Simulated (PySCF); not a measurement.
## Shifts of the heteroatoms

Atom-mapped SMILES (the numbers label the heavy atoms): `[CH3:1][O:2][Si:3]([Cl:4])([O:5][CH3:6])[O:7][CH3:8]`. Hydrogens are named by the atom that carries them.

- σ from GIAO-PBE0/pcSseg-1
- GFN2-xTB structure
- program: PySCF 2.14.0 with density-fitted response routines
- non-relativistic Hamiltonian, averaged over atoms made equivalent by symmetry, fast rotation or ring inversion, one computed conformer, gas phase

Q: Predict the $^{29}$Si NMR data.

A: 
| atoms | environment | σ (ppm) | δ (ppm) |
| --- | --- | --- | --- |
| Si3 | silicon bonded to Cl, 3 O | 421.3 | -66.3 |

Shieldings were converted by a linear fit to measured shifts: $^{29}$Si (scatter 8.9 ppm rms, 25.8 ppm with the 6 outliers that the fit left out vs TMS, solution or neat liquid). Occasional misses reach two or three times the rms, and more in compound classes unlike the fitted ones.

On a 400 MHz spectrometer $^{29}$Si resonates near 79.5 MHz, so 1 ppm is 79.5 Hz.

Q: Predict the $^{17}$O NMR data.

A: 
| atoms | environment | σ (ppm) | δ (ppm) |
| --- | --- | --- | --- |
| O2/O5/O7 | oxygen bonded to C, Si | 298.6 | -5.3 |

Shieldings were converted by a linear fit to measured shifts: $^{17}$O (scatter 10.7 ppm rms, 12.2 ppm with the 3 outliers that the fit left out vs liquid water, solution or neat liquid). Occasional misses reach two or three times the rms, and more in compound classes unlike the fitted ones.

On a 600 MHz spectrometer $^{17}$O resonates near 81.3 MHz, so 1 ppm is 81.3 Hz.
